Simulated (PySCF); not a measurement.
# Radial density of Ga (gallium, neutral)

UHF, [Ar] 3d10 4s2 4p1, 2P determinant. Computed with PySCF 2.14 in 6-31G* (5s4p3d, 32 functions), with no relativity, point nucleus.

```csv
r (bohr),4πr²ρ (e/bohr),4πr²(ρα − ρβ)
0.000906,0.1954,0.0000
0.00152,0.5399,0.0000
0.00256,1.442,0.0000
0.00431,3.641,0.0000
0.00725,8.611,-0.0001
0.0122,17.92,-0.0001
0.0205,30.56,0.0001
0.0345,37.59,0.0012
0.0581,32.08,0.0052
0.0977,33.69,0.0110
0.164,43.40,0.0035
0.276,24.72,-0.0108
0.465,25.39,0.0072
0.782,19.46,-0.0083
1.31,4.354,0.0790
2.21,1.467,0.3044
3.72,0.5191,0.2415
6.26,0.04892,0.0399
10.5,0.0002732,0.0003
```

(1) Where is the radial spin density 4πr²(ρα − ρβ) most negative, and why is it negative at all?

## Answers

(1) Around r = 0.276 bohr, down to -0.0108 e/bohr: exchange with the open shell polarises the paired shells in an unrestricted calculation.
